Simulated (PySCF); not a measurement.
# Radial density of Ru²⁺ (ruthenium, charge +2)

UHF, [Kr] 4d6, high-spin 5D determinant. Computed with PySCF 2.14 in cc-pVDZ-PP with ECP28MDF, with a scalar-relativistic core potential. This is the valence pseudo-density: the core potential removes the inner electrons and smooths the orbitals near the nucleus.

```csv
r (bohr),4πr²ρ (e/bohr),4πr²(ρα − ρβ)
0.0213,1.078e-05,0.0000
0.0359,2.810e-05,0.0000
0.0603,7.232e-05,0.0000
0.102,0.0002901,0.0000
0.171,0.002951,0.0007
0.287,0.05979,0.0151
0.483,1.567,0.2727
0.812,11.57,2.0088
1.37,9.515,2.8886
2.30,1.530,0.8089
3.87,0.06293,0.0333
6.50,4.430e-05,0.0000
```

Energies and moments cover only the electrons outside the core potential.
